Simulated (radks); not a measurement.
Problem. Al IX, 5 electrons, occupied as [He] 2s2 2p1 (the NIST ground configuration). Method: scalar-relativistic Kohn-Sham, LDA (Slater exchange, Perdew-Wang correlation), spin-polarised, spherical densities, finite nucleus; open shells are filled with parallel spins first; Fermi nuclear charge, rms radius 3.061 fm; computed with a radial shooting solver on a logarithmic mesh with Libxc functionals. Some entries of the table are withheld. Estimate them.

| orbital | occ. | eigenvalue (eV) | <r^2> (bohr^2) |
|---|---|---|---|
| 1s up | 1 | (1) | 0.01938 |
| 1s down | 1 | (2) | 0.01931 |
| 2s up | 1 | -335.5769 | (3) |
| 2s down | 1 | -330.2564 | (4) |
| 2p up | 1 | (5) | 0.2707 |
| 2p down | 0 | (6) | 0.2761 |

Solution. 
(1) 1s up eigenvalue (eV): -1806.588
(2) 1s down eigenvalue (eV): -1803.712
(3) 2s up <r^2> (bohr^2): 0.3360
(4) 2s down <r^2> (bohr^2): 0.3407
(5) 2p up eigenvalue (eV): -307.7149
(6) 2p down eigenvalue (eV): -301.4688
